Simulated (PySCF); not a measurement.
# Correlation energy of Os⁻ (osmium, charge -1)

[Xe] 4f14 5d7 6s2, high-spin 4F determinant. All numbers are calculated (PySCF 2.14, scalar relativity through the core potential, in def2-QZVPPD with the def2 core potential (60 electrons) (7s5p4d4f2g, 88 functions)). Frozen: 5s2 5p6; 9 electrons correlated.

```tsv
level	correlation energy (mhartree)
CCSD	-241.14
(T)	-15.63
CCSD(T)	-256.77
```

Diagnostics: T1 = 0.038, D1 = 0.1465, largest double amplitude 0.055.

Q: Is a single reference adequate?

A: Largely. T1 is above 0.03 while the doubles stay small, so the singles mainly relax the orbitals.
